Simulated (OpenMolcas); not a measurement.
## Mo⁺: input and output

Input:

```
&GATEWAY
Coord
1

Mo 0.0 0.0 0.0
Basis=ANO-RCC-VQZP
Group=XYZ
NoMove
AngMom=0.0 0.0 0.0
AMFI
&SEWARD
* reference wave functions (RASSCF and RASSI steps not shown): 5 electrons in 6 orbitals (4d 5s)
>>> COPY JOB001 $Project.JobIph
&CASPT2
Multistate=6 1 2 3 4 5 6
Frozen=8 6
IPEA=0.25
Imaginary=0.1
MaxIter=60
WThr=0.0 0.3 0.05
PrWF=0.5
NoMix
>>> COPY JOB002 $Project.JobIph
&CASPT2
Multistate=64 1 2 3 4 5 6 7 8 9 10 11 12 13 14 15 16 17 18 19 20 21 22
23 24 25 26 27 28 29 30 31 32 33 34 35 36 37 38 39 40 41 42 43 44 45 46
47 48 49 50 51 52 53 54 55 56 57 58 59 60 61 62 63 64
Frozen=8 6
IPEA=0.25
Imaginary=0.1
MaxIter=60
WThr=0.0 0.3 0.05
PrWF=0.5
NoMix
>>> COPY JOB003 $Project.JobIph
&CASPT2
Multistate=110 1 2 3 4 5 6 7 8 9 10 11 12 13 14 15 16 17 18 19 20 21 22
23 24 25 26 27 28 29 30 31 32 33 34 35 36 37 38 39 40 41 42 43 44 45 46
47 48 49 50 51 52 53 54 55 56 57 58 59 60 61 62 63 64 65 66 67 68 69 70
71 72 73 74 75 76 77 78 79 80 81 82 83 84 85 86 87 88 89 90 91 92 93 94
95 96 97 98 99 100 101 102 103 104 105 106 107 108 109 110
NoMult
Frozen=8 6
IPEA=0.25
Imaginary=0.1
MaxIter=60
WThr=0.0 0.3 0.05
PrWF=0.5
NoMix
```

Launched by
```bash
OMP_NUM_THREADS=1 MOLCAS_MEM=1689 MOLCAS_PROJECT=a pymolcas a.inp > a.log  # once for each step of the input, in one work folder
```

Output, cut to the results:

```
--- CASPT2 ---
Orbital specifications:
      -----------------------

      Symmetry species                           1   2
                                                ag  au
      Frozen orbitals                            8   6
      Inactive orbitals                          1   3
      Active orbitals                            6   0
      Secondary orbitals                        36  44
      Deleted orbitals                           0   0
      Number of basis functions                 51  53
Type of calculation                        MS-CASPT2
      Fock operator                              state-specific
      IPEA shift                                 0.25
      Real shift                                 0.00
      Imaginary shift                            0.10
      The input orbitals will be transformed to quasi-canonical
Reference energy:       -4045.4574784805
      E2 (Non-variational):      -0.4167293297
      Shift correction:          -0.0004432095
      E2 (Variational):          -0.4171725392
      Total energy:           -4045.8746510197
      Residual norm:              0.0000009547
      Reference weight:           0.91729
      Contributions to the CASPT2 correlation energy
      Active & Virtual Only:         -0.0747162317
      One Inactive Excited:          -0.2031101238
      Two Inactive Excited:          -0.1389029741
Reference energy:       -4045.4134934874
      E2 (Non-variational):      -0.4028113599
      Shift correction:          -0.0002929328
      E2 (Variational):          -0.4031042928
      Total energy:           -4045.8165977802
      Residual norm:              0.0000001478
      Reference weight:           0.91960
      Contributions to the CASPT2 correlation energy
      Active & Virtual Only:         -0.0613140373
      One Inactive Excited:          -0.1888892518
      Two Inactive Excited:          -0.1526080708
::    CASPT2 Root  1     Total energy:  -4045.87465102
::    CASPT2 Root  2     Total energy:  -4045.81659778
::    CASPT2 Root  3     Total energy:  -4045.81661407
::    CASPT2 Root  4     Total energy:  -4045.81661564
::    CASPT2 Root  5     Total energy:  -4045.81662004
::    CASPT2 Root  6     Total energy:  -4045.81505313
::    MS-CASPT2 Root  1     Total energy:  -4045.87465114
::    MS-CASPT2 Root  2     Total energy:  -4045.81662436
::    MS-CASPT2 Root  3     Total energy:  -4045.81661869
::    MS-CASPT2 Root  4     Total energy:  -4045.81661067
::    MS-CASPT2 Root  5     Total energy:  -4045.81659376
::    MS-CASPT2 Root  6     Total energy:  -4045.81505306
--- CASPT2 ---
Orbital specifications:
      -----------------------

      Symmetry species                           1   2
                                                ag  au
      Frozen orbitals                            8   6
      Inactive orbitals                          1   3
      Active orbitals                            6   0
      Secondary orbitals                        36  44
      Deleted orbitals                           0   0
      Number of basis functions                 51  53
Type of calculation                        MS-CASPT2
      Fock operator                              state-specific
      IPEA shift                                 0.25
      Real shift                                 0.00
      Imaginary shift                            0.10
      The input orbitals will be transformed to quasi-canonical
Reference energy:       -4045.3632655666
      E2 (Non-variational):      -0.4376760426
      Shift correction:          -0.0007693718
      E2 (Variational):          -0.4384454145
      Total energy:           -4045.8017109811
      Residual norm:              0.0000006250
      Reference weight:           0.90288
      Contributions to the CASPT2 correlation energy
      Active & Virtual Only:         -0.0914103600
      One Inactive Excited:          -0.2067633281
      Two Inactive Excited:          -0.1395023545
Reference energy:       -4045.3632655666
      E2 (Non-variational):      -0.4376625055
      Shift correction:          -0.0007666158
      E2 (Variational):          -0.4384291213
      Total energy:           -4045.8016946879
      Residual norm:              0.0000007899
      Reference weight:           0.90291
      Contributions to the CASPT2 correlation energy
      Active & Virtual Only:         -0.0913771319
      One Inactive Excited:          -0.2068451127
      Two Inactive Excited:          -0.1394402610
::    CASPT2 Root  1     Total energy:  -4045.80171098
::    CASPT2 Root  2     Total energy:  -4045.80169469
::    CASPT2 Root  3     Total energy:  -4045.80172728
::    CASPT2 Root  4     Total energy:  -4045.80167492
::    CASPT2 Root  5     Total energy:  -4045.80162743
::    CASPT2 Root  6     Total energy:  -4045.80190547
::    CASPT2 Root  7     Total energy:  -4045.80180353
::    CASPT2 Root  8     Total energy:  -4045.80192342
::    CASPT2 Root  9     Total energy:  -4045.80217943
::    CASPT2 Root 10     Total energy:  -4045.79554717
::    CASPT2 Root 11     Total energy:  -4045.79567117
::    CASPT2 Root 12     Total energy:  -4045.79565294
::    CASPT2 Root 13     Total energy:  -4045.79566655
::    CASPT2 Root 14     Total energy:  -4045.79569868
::    CASPT2 Root 15     Total energy:  -4045.79526323
::    CASPT2 Root 16     Total energy:  -4045.79526305
::    CASPT2 Root 17     Total energy:  -4045.79526284
::    CASPT2 Root 18     Total energy:  -4045.74977237
::    CASPT2 Root 19     Total energy:  -4045.74995554
::    CASPT2 Root 20     Total energy:  -4045.74987661
::    CASPT2 Root 21     Total energy:  -4045.74991687
::    CASPT2 Root 22     Total energy:  -4045.75004584
::    CASPT2 Root 23     Total energy:  -4045.74972571
::    CASPT2 Root 24     Total energy:  -4045.74982146
::    CASPT2 Root 25     Total energy:  -4045.74978883
::    CASPT2 Root 26     Total energy:  -4045.74979056
::    CASPT2 Root 27     Total energy:  -4045.75002294
...
```

Levels above the lowest, from the spin-orbit matrix with the single-state CASPT2 energies, averaged by term, on its diagonal:

```tsv
Configuration	Term	J	E (cm-1)	Measured (cm-1)	Term weight %	Second
4d5	6S	5/2	0.0	0.0	99	
4d4 5s	6D	1/2	11780	11783	97	2 4d5 4P
4d4 5s	6D	3/2	12040	12034	98	
4d4 5s	6D	5/2	12430	12417	99	
4d4 5s	6D	7/2	12900	12900	99	
4d4 5s	6D	9/2	13450	13461	99	
4d5	4G	5/2	15840	15199	98	
4d5	4G	7/2	15950	15331	99	
4d5	4G	9/2	16040	15428	100	
4d5	4G	11/2	16050	15447	99	
4d4 5s	4D(1)	3/2	16510		62	37 4d5 4P
4d4 5s	4D(1)	1/2	16530		64	34 4d5 4P
4d4 5s	4D(1)	5/2	16750		61	37 4d5 4P
4d5	4P	1/2	17300		63	35 4d4 5s 4D(1)
4d4 5s	4D(1)	7/2	17690		99	
4d5	4P	3/2	17830		60	37 4d4 5s 4D(1)
4d5	4P	5/2	18180		57	38 4d4 5s 4D(1)
4d4 5s	4D(2)	1/2	23980		97	
4d4 5s	4D(2)	3/2	24050		91	4 4d5 2D
4d4 5s	4D(2)	5/2	24060		43	39 4d5 2D
4d5	2I	11/2	24190		98	
4d4 5s	4D(2)	7/2	24250		95	2 4d5 2F(2)
4d4 5s	4D(2)	5/2	24360		53	37 4d5 2D
4d5	2I	13/2	24360		100
```

Against the 9 measured excited levels shown (NIST Handbook of Basic Atomic Spectroscopic Data) the mean absolute deviation is 280 cm-1; the largest miss in energy is 4d5 4G 5/2: computed 15840, measured 15199 cm-1 (+4.2 %).

CASPT2 breaks the degeneracy within a term, and the mean is taken; among the terms shown or strongly mixed into the levels shown the widest spread is 340 cm-1 (4d4 5s 6D). Terms from blocks run as CI alone lack orbitals of their own. Configurations are named by rounded mean occupations; where the s occupation lies near a half they are strongly mixed, a name can repeat and a true partner stay unpaired. A single d shell beside an s shell can misplace configurations of different d count against each other. The CASPT2 spread within a term exceeds the gap to the next term for 4d4 5s 4D(2) and 4d5 2I, so the order of their levels is uncertain. Computed and measured levels are paired by configuration, term and J; levels that our copy of the source lacks, or whose pairing is in doubt (as where it misses far off the trend of its configuration), stay unpaired and out of the deviations. Only configurations of the active space appear. The first state left out of the spin-orbit step lies near 47000 cm-1 above the lowest spin-free state of the reference (among the parities and spins computed), and the list stops at four fifths of that energy or lower. The table shows the lowest 24 of 69 levels.

The term weight is that of the spin-free term in the level, not the purity of its configuration. A number in round brackets counts repeated terms of one configuration in the order of the reference energies.
